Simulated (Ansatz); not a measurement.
A nudged elastic band was laid between two geometries of CH5Ga + ClH (9 atoms, charge 0, multiplicity 1).

Level of theory: RKS B3LYP-D4/def2-SVP in Ansatz 0.2.0.

```json
{"movable images": "7", "climbing image": "yes", "spring": "5.0 eV/Å²", "optimiser": "quadratic models (default)", "start path": "through a guess of the saddle point", "force threshold": "0.03 eV/Å", "iteration limit": "60", "end points": "relaxed"}
```

Initial state:

```xyz
9
Properties=species:S:1:pos:R:3
Ga -0.046 0.251 0.069
H -0.118 0.564 1.622
H 1.352 0.367 -0.653
C -1.725 0.045 -0.965
H -2.497 -0.483 -0.383
H -2.123 1.045 -1.214
H -1.561 -0.493 -1.912
Cl 0.223 -2.534 0.789
H 0.184 -2.156 2.025
```

Final state:

```xyz
9
Properties=species:S:1:pos:R:3
Ga 0.144 -0.598 -0.454
H -0.317 0.229 2.115
H 1.466 0.240 -0.446
C -1.690 -0.078 -0.930
H -2.418 -0.709 -0.398
H -1.880 0.982 -0.700
H -1.836 -0.225 -2.014
Cl 0.425 -2.713 0.027
H -0.205 -0.522 2.179
```

Problem. What changes between the two ends?

Solution. Bonds broken: Ga1–H2, Cl8–H9. Bonds formed: Ga1–Cl8, H2–H9. CH5Ga + ClH becomes CH4ClGa + H2.

Problem. What energy profile does the band end with?

Solution. The forces met the threshold. The highest image is number 4 of 0 to 8, 0.208 eV above the first end and 1.239 eV above the last; the last end lies 1.031 eV below the first. A vibrational analysis at the climbing image gives one clearly imaginary mode, 769i cm⁻¹: a first-order saddle point. The orbitals stay closed-shell, which can raise the energy where a bond breaks towards radicals; this wasn't checked here.

```tsv
image	path coordinate (Å)	energy (eV)	Ga1–H2 (Å)	Cl8–H9 (Å)	Ga1–Cl8 (Å)
0	0.00	0.000	1.59	1.29	2.89
1	0.36	0.011	1.59	1.29	2.89
2	0.72	0.034	1.60	1.30	2.91
3	1.08	0.092	1.62	1.34	2.81
4	1.44	0.208	1.70	1.50	2.60
5	1.88	-0.293	1.92	1.90	2.38
6	2.33	-0.833	2.21	2.31	2.24
7	2.77	-1.007	2.51	2.75	2.20
8	3.21	-1.031	2.74	3.13	2.19
```

Problem. What is the geometry of the highest image?

Solution. 
```xyz
9
Properties=species:S:1:pos:R:3:forces:R:3
Ga 0.013 -0.055 -0.023 0.00 0.00 0.00
H -0.137 -0.070 1.674 0.00 0.00 0.00
H 1.458 0.361 -0.433 0.00 0.00 0.00
C -1.728 0.006 -0.931 -0.01 0.01 0.00
H -2.464 -0.606 -0.390 0.00 0.00 0.00
H -2.096 1.045 -0.973 0.00 -0.01 0.00
H -1.638 -0.369 -1.961 0.00 -0.01 -0.01
Cl 0.255 -2.495 0.842 0.00 -0.01 0.00
H 0.025 -1.210 1.573 0.00 0.01 0.00
```

Problem. What are the harmonic wavenumbers there?

Solution. 769i, 72, 113, 239, 374, 531, 575, 660, 756, 805, 1013, 1064, 1225, 1330, 1428, 1432, 1681, 1998, 3036, 3129, 3150 cm⁻¹.

The run took 3.4 min on 2 threads of Intel(R) Xeon(R) Platinum 8259CL CPU @ 2.50GHz (Skylake/Cascade Lake), with other jobs on the host, peak memory 0.25 GiB.
